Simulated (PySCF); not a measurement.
## Radial density of Si²⁺ (silicon, charge +2)

BP86, [Ne] 3s2, closed-shell 1S. All numbers are calculated (PySCF 2.14, no relativity, point nucleus, in aug-cc-pV(D+d)Z).

```csv
r (bohr),4πr²ρ (e/bohr)
0.00161,0.05515
0.00271,0.1518
0.00456,0.4067
0.00768,1.056
0.0129,2.579
0.0217,5.714
0.0365,10.71
0.0614,15.31
0.103,14.42
0.174,9.798
0.292,12.15
0.492,13.44
0.827,4.934
1.39,1.425
2.34,0.8394
3.94,0.05301
6.62,7.934e-05
```
